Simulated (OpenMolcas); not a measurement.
Sm3+ with 6 ligands (fluoride) in tetragonal octahedral coordination (D4h). The axial distance is 1.12 times the equatorial one, R.

- Program: OpenMolcas 26.06
- Method: CASSCF
- Basis: ANO-RCC-VDZP [7s6p4d2f1g]
- Scalar Hamiltonian: DKH2, point nucleus
- Active space: 5 electrons in 7 orbitals (4f)
- State averaging: 2S+1 = 6 odd, 21 roots; 2S+1 = 4 odd, 128 roots kept (CI in the orbitals of an earlier block, 108 in the spin-orbit step); 2S+1 = 2 odd, 130 roots kept (CI in the orbitals of an earlier block, 40 in the spin-orbit step)
- Spin-orbit coupling: RASSI with atomic mean-field integrals over the reference wave functions

All ligands move together. At R = 2.18 Å the width of the lowest J multiplet is 409 cm-1, and at R = 2.39 Å it is 342 cm-1.

Task: A third run gives 379 cm-1. What distance was it run at?

Result: With a power law R^-n the two known points give n = -ln(342 / 409) / ln(2.39 / 2.18) = 1.95. Then R = 2.18 × (409 / 379)^(1/1.95) = 2.267 Å. The run was at 2.27 Å, so the estimate is off by -0.003 Å.

High states are left out of the spin-orbit mixing, which shifts the levels that they would mix with. Without dynamic correlation the ligand-field splitting of an f shell can come out too small, at times by half. No measured value stands beside these numbers; the geometry was imposed, not optimised, and the real ion may take another.
